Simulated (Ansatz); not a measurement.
Relaxation of Mg8S8⁺ (started as a model of: (MgS)8 cage of four- and six-membered rings) with UKS r2SCAN-D4/def2-SVP.

```sh
$ ansatz run in.yaml --threads 4 --pin off --events-out ev --progress --plain --max-ram 6963MiB
```

```yaml
crystal:
  periodic: [false, false, false]
  atoms:
    - {symbol: Mg, position_ang: [-1.503265, 0.067161, 2.888247]}
    - {symbol: S, position_ang: [-0.138631, -1.874835, 3.223145]}
    - {symbol: Mg, position_ang: [1.491333, -0.058086, 2.891223]}
    - {symbol: S, position_ang: [0.126683, 1.884557, 3.218220]}
    - {symbol: Mg, position_ang: [-0.573143, 2.201554, 0.927144]}
    - {symbol: S, position_ang: [-2.637559, 0.871291, 0.921763]}
    - {symbol: Mg, position_ang: [-2.202555, -0.571221, -0.925795]}
    - {symbol: S, position_ang: [-0.872185, -2.635031, -0.916370]}
    - {symbol: Mg, position_ang: [0.566261, -2.198106, 0.933930]}
    - {symbol: S, position_ang: [2.629341, -0.866532, 0.928716]}
    - {symbol: Mg, position_ang: [2.198529, 0.571303, -0.923409]}
    - {symbol: S, position_ang: [0.868172, 2.634739, -0.922072]}
    - {symbol: S, position_ang: [-1.879976, 0.128625, -3.215735]}
    - {symbol: Mg, position_ang: [-0.062236, -1.500269, -2.880901]}
    - {symbol: S, position_ang: [1.880391, -0.135596, -3.211846]}
    - {symbol: Mg, position_ang: [0.061740, 1.494545, -2.884859]}
basis:
  gaussian: {orbitals: def2-SVP}
total_charge: 1
magnetization: {spin_polarized: true, initial_magnetization: 1}
hamiltonian: {xc: r2scan, dispersion: d4}
scf: {lower_state_search: "off"}
output: {orbitals: {seedname: orbitals}}
relax: {f_tol: 0.03, max_steps: 70}
```

It took 12 min on 4 threads of Intel Xeon on a shared host, peak host memory 1.2 GiB.

Positions (Å) and forces (eV/Å) at steps 1, 2, 3, 4, 7 of 7:

```xyz
16
step=1 energy=-130207.1240 eV
Mg   -1.503    0.067    2.888   -0.596   -0.092    0.094
S    -0.139   -1.875    3.223   -0.078    0.224    0.062
Mg    1.491   -0.058    2.891    0.599    0.090    0.095
S     0.127    1.885    3.218    0.076   -0.221    0.066
Mg   -0.573    2.202    0.927   -0.171    0.161   -0.185
S    -2.638    0.871    0.922    0.232    0.000    0.052
Mg   -2.203   -0.571   -0.926   -0.306   -0.067    0.236
S    -0.872   -2.635   -0.916   -0.037    0.215   -0.082
Mg    0.566   -2.198    0.934    0.170   -0.160   -0.182
S     2.629   -0.867    0.929   -0.230    0.000    0.052
Mg    2.199    0.571   -0.923    0.306    0.065    0.236
S     0.868    2.635   -0.922    0.036   -0.215   -0.080
S    -1.880    0.129   -3.216    0.193   -0.040    0.039
Mg   -0.062   -1.500   -2.881    0.099   -0.527   -0.219
S     1.880   -0.136   -3.212   -0.195    0.042    0.039
Mg    0.062    1.495   -2.885   -0.097    0.525   -0.221
16
step=2 energy=-130207.2712 eV
Mg   -1.658    0.066    2.953    0.176    0.033   -0.139
S    -0.131   -1.776    3.202   -0.027   -0.034    0.076
Mg    1.646   -0.057    2.957   -0.175   -0.034   -0.139
S     0.119    1.786    3.198    0.027    0.035    0.077
Mg   -0.598    2.220    0.902    0.009   -0.118   -0.042
S    -2.662    0.894    0.939   -0.019    0.022   -0.021
Mg   -2.295   -0.585   -0.893    0.176   -0.034   -0.061
S    -0.890   -2.602   -0.933    0.035   -0.044    0.098
Mg    0.591   -2.217    0.908   -0.010    0.118   -0.041
S     2.654   -0.889    0.946    0.020   -0.022   -0.021
Mg    2.291    0.585   -0.890   -0.176    0.034   -0.061
S     0.886    2.601   -0.938   -0.035    0.044    0.099
S    -1.813    0.098   -3.184   -0.063    0.064   -0.103
Mg   -0.046   -1.624   -2.965   -0.056    0.219    0.189
S     1.813   -0.105   -3.180    0.062   -0.064   -0.102
Mg    0.046    1.618   -2.970    0.056   -0.219    0.189
16
step=3 energy=-130207.3149 eV
Mg   -1.622    0.068    2.923   -0.021   -0.005   -0.042
S    -0.136   -1.796    3.211   -0.014    0.038    0.049
Mg    1.610   -0.059    2.927    0.022    0.005   -0.042
S     0.124    1.806    3.207    0.013   -0.038    0.050
Mg   -0.596    2.207    0.908   -0.026   -0.014   -0.061
S    -2.659    0.889    0.924    0.033    0.019    0.015
Mg   -2.264   -0.584   -0.905    0.020   -0.027    0.003
S    -0.885   -2.612   -0.916    0.002    0.022    0.021
Mg    0.589   -2.203    0.915    0.025    0.014   -0.060
S     2.651   -0.884    0.932   -0.032   -0.019    0.015
Mg    2.260    0.584   -0.902   -0.020    0.027    0.003
S     0.881    2.612   -0.922   -0.003   -0.022    0.022
S    -1.832    0.112   -3.198    0.022    0.012   -0.022
Mg   -0.055   -1.586   -2.928   -0.001    0.010    0.035
S     1.832   -0.119   -3.194   -0.022   -0.012   -0.022
Mg    0.054    1.580   -2.932    0.002   -0.010    0.035
16
step=4 energy=-130207.3172 eV
Mg   -1.627    0.068    2.916   -0.021   -0.009   -0.020
S    -0.136   -1.789    3.212   -0.005    0.019    0.032
Mg    1.616   -0.059    2.919    0.021    0.009   -0.020
S     0.124    1.798    3.208    0.005   -0.019    0.032
Mg   -0.599    2.203    0.906   -0.012    0.001   -0.039
S    -2.661    0.891    0.920    0.013    0.014    0.014
Mg   -2.262   -0.585   -0.906    0.004   -0.014   -0.008
S    -0.886   -2.612   -0.911   -0.003    0.008    0.018
Mg    0.592   -2.199    0.913    0.012   -0.001   -0.038
S     2.653   -0.886    0.927   -0.013   -0.014    0.014
Mg    2.258    0.585   -0.903   -0.004    0.014   -0.008
S     0.882    2.612   -0.916    0.002   -0.008    0.018
S    -1.830    0.114   -3.198    0.008    0.005   -0.005
Mg   -0.056   -1.585   -2.919    0.006    0.003    0.008
S     1.830   -0.120   -3.195   -0.008   -0.005   -0.005
Mg    0.056    1.579   -2.923   -0.006   -0.003    0.008
16
step=7 energy=-130207.3187 eV
Mg   -1.645    0.059    2.904    0.001   -0.001    0.001
S    -0.127   -1.773    3.216    0.001    0.000   -0.001
Mg    1.633   -0.050    2.907   -0.001    0.001    0.001
S     0.115    1.783    3.211   -0.001    0.000   -0.001
Mg   -0.607    2.198    0.901    0.000    0.000    0.001
S    -2.671    0.896    0.916   -0.002   -0.001    0.000
Mg   -2.271   -0.583   -0.911    0.000    0.002   -0.001
S    -0.893   -2.607   -0.899    0.001    0.001    0.000
Mg    0.599   -2.194    0.908    0.000    0.000    0.001
S     2.664   -0.892    0.923    0.002    0.001    0.000
Mg    2.266    0.583   -0.908    0.000   -0.002   -0.001
S     0.888    2.606   -0.904   -0.001   -0.001    0.000
S    -1.833    0.118   -3.197   -0.001    0.000    0.001
Mg   -0.058   -1.578   -2.908   -0.003    0.000   -0.001
S     1.833   -0.124   -3.194    0.001    0.000    0.001
Mg    0.057    1.572   -2.912    0.003    0.000   -0.001
```

The gap within one spin of the relaxed charge 1 doublet nearly closes, so an electron or hole may be smeared out by delocalisation error.
